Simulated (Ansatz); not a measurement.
C₂H₃F₂Si, SMILES `[CH]=C[SiH](F)F` radical, relaxed with UKS PBE0-D4/def2-TZVP in Ansatz 0.2.0 from a PBE-D4/def2-SVP geometry. The force threshold is 0.005 eV/Å; the program also tests the step.

The species carries charge 0 and has multiplicity 2.

Start:

```xyz
8

C    -1.131   -0.036    1.428
C    -0.311    0.660    0.659
Si    0.548   -0.182   -0.768
F     2.165   -0.024   -0.623
F     0.148    0.545   -2.173
H    -1.494   -1.074    1.492
H    -0.130    1.742    0.840
H     0.203   -1.631   -0.854
```

**Question.** By how much does the energy fall, and how many steps does the optimiser take? (An estimate is asked.)

**Answer.** Ansatz gave: 0.10 eV, in 6 steps.

**Question.** Which bonds change most? (An estimate is asked.)

**Answer.** Ansatz gave: Si3–F5 from 1.631 to 1.588 Å; Si3–F4 from 1.631 to 1.588 Å; C2–Si3 from 1.867 to 1.846 Å; C2–H7 from 1.111 to 1.091 Å.

**Question.** Give the relaxed structure. (An estimate is asked.)

**Answer.** The calculation gave: 
```xyz
8

C    -1.106   -0.037    1.405
C    -0.309    0.665    0.647
Si    0.540   -0.176   -0.760
F     2.116   -0.039   -0.615
F     0.162    0.528   -2.132
H    -1.448   -1.063    1.458
H    -0.145    1.727    0.838
H     0.189   -1.604   -0.842
```
